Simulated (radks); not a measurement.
Results of a calculation; reference values are marked as such.
All-electron atom: Ar4+ in [Ne] 3s1 3p2 4p1 (not the ground configuration). Level of theory: scalar-relativistic Kohn-Sham, RPBE, spin-unpolarised, spherical densities, point nucleus (a radial shooting solver on a logarithmic mesh with Libxc functionals).

Normalised radial functions P(r) = r R(r), r in bohr:

r             2p
0.003613  0.0025
0.004668  0.0041
0.006078  0.0068
0.007851  0.0111
0.01014   0.0180
0.0131    0.0291
0.01706   0.0474
0.02204   0.0754
0.02846   0.1185
0.03677   0.1833
0.0475    0.2782
0.06185   0.4165
0.07989   0.5965
0.1032    0.8210
0.1333    1.0754
0.1736    1.3329
0.2242    1.5206
0.2896    1.5804
0.3741    1.4656
0.4833    1.1824
0.6293    0.7912
0.8129    0.4317
1.05      0.1814
1.356     0.0544
1.766     0.0099
2.282     0.0011
2.947     0.0001
3.807     0.0000
4.918     0.0000
6.404     0.0000
8.272     0.0000

2p: eigenvalue -309.71 eV, 0 radial nodes, <r> = 0.374 bohr, 90 % of the charge inside 0.618 bohr.
